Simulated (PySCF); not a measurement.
Computed IR spectrum (relative IR intensity) of a molecule C2H12N2Si2. Coordinates come from a PBE-D3(BJ)/def2-SVP optimisation. One conformer was computed; it need not be the lowest. All values below come from PBE-D3(BJ)/def2-SVP (PySCF). Frequencies are harmonic and unscaled.

Lines under 2 % of the strongest are left out, and lines within 2 cm⁻¹ are merged.

ν (cm⁻¹): 213 (w), 265 (w), 296 (m), 338 (vw), 350 (w), 614 (w), 681 (m), 695 (m), 749 (w), 780 (s), 827 (s), 854 (m), 877 (vs), 894 (m), 906 (s), 925 (m), 967 (m), 1061 (vw), 1136 (s), 1209 (w), 1215 (w), 1415 (vw), 1576 (w), 2129 (s), 2141 (s), 2161 (s), 2167 (m), 2836 (m), 2970 (w), 2972 (vw), 3068 (vw), 3395 (vw), 3520 (m) (against the strongest line: vs over 80 %, s over 45 %, m over 15 %, w over 4 %, vw less)

### Question
Which molecule gave these data?
A. CN[SiH]([SiH3])NC
B. C[Si@@H](N)[Si@@H](C)N
C. C[Si@H](CN)N[SiH3]
D. CN[SiH2][SiH2]NC

### Answer
C, C[Si@H](CN)N[SiH3]
